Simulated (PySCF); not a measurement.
Nuclear quadrupole coupling in `CS/C=C(\C)C[SiH2]C(=O)O`

Compound: C₆H₁₂O₂SSi.
Numbering: `[CH3:1][S:2]/[CH:3]=[C:4](\[CH3:5])[CH2:6][SiH2:7][C:8](=[O:9])[OH:10]` (hydrogens: H11, H12, H13 on C1; H14 on C3; H15, H16, H17 on C5; H18, H19 on C6; H20, H21 on Si7; H22 on O10)

Geometry (GFN2-xTB, Å), atoms numbered from 1 in this order:
```
atom  x, y, z in Å
C1     2.786    2.293    0.066
S2     2.546    0.592   -0.524
C3     1.076    0.201    0.366
C4     0.482   -0.988    0.378
C5     1.005   -2.174   -0.367
C6    -0.799   -1.187    1.137
Si7   -2.322   -0.869    0.032
C8    -2.256    0.970   -0.520
O9    -1.722    1.883    0.060
O10   -2.921    1.156   -1.666
H11    1.893    2.876   -0.143
H12    3.634    2.698   -0.477
H13    2.998    2.281    1.131
H14    0.663    1.043    0.898
H15    0.269   -2.518   -1.093
H16    1.206   -2.996    0.320
H17    1.924   -1.922   -0.890
H18   -0.837   -0.498    1.983
H19   -0.833   -2.200    1.537
H20   -2.335   -1.670   -1.192
H21   -3.566   -1.042    0.788
H22   -2.900    2.091   -1.938
```

Field gradients from the PBE0/pcSseg-1 density (PySCF, non-relativistic), principal values in atomic units, ordered |Vxx| ≤ |Vyy| ≤ |Vzz|:

```json
{"atom": "S2", "Vxx": "0.3938", "Vyy": "2.3633", "Vzz": "-2.7571"}
{"atom": "O9", "Vxx": "0.5843", "Vyy": "0.9697", "Vzz": "-1.5540"}
{"atom": "O10", "Vxx": "-0.5101", "Vyy": "-1.1080", "Vzz": "1.6181"}
```

Question: Find the asymmetry η = (Vxx − Vyy)/Vzz and the couplings χ = eQV/h (234.96 MHz × Q in barn × V in au), with Q(33S) = −0.0678 b, Q(17O) = −0.0256 b.

Answer: 
```json
{"atom": "S2", "environment": "sulfide sulfur", "nucleus": "33S", "η": "0.71", "χzz (MHz)": "43.92", "χxx (MHz)": "-6.27", "χyy (MHz)": "-37.65"}
{"atom": "O9", "environment": "acid carbonyl oxygen", "nucleus": "17O", "η": "0.25", "χzz (MHz)": "9.35", "χxx (MHz)": "-3.51", "χyy (MHz)": "-5.83"}
{"atom": "O10", "environment": "acid hydroxyl oxygen", "nucleus": "17O", "η": "0.37", "χzz (MHz)": "-9.73", "χxx (MHz)": "3.07", "χyy (MHz)": "6.66"}
```

Question: What is Vzz at O9 in SI units (1 au = 9.71736 × 10²¹ V/m²)?

Answer: -1.5540 au = -15.101 × 10²¹ V/m².

Were the hydrogens deuterons (Q(2H) = 0.00286 b), χzz would run from 107 kHz (H21) to 285 kHz (H22).

One conformer (not necessarily the lowest) at the GFN2-xTB geometry, without solvent, vibrations or thermal averaging. GFN2-xTB bond lengths can be off by several hundredths of an ångström, more for odd bonds, and the gradients follow them. The basis is small and wasn't made for field gradients, so the couplings can be 20 % off.

These values come from a run that also computed NMR shieldings. The run took 2.1 min wall (grids of density and orbitals included) on one thread, Arm Neoverse N1 (aarch64), no GPU (shared host), and the process peaked at 1.1 GiB of memory.
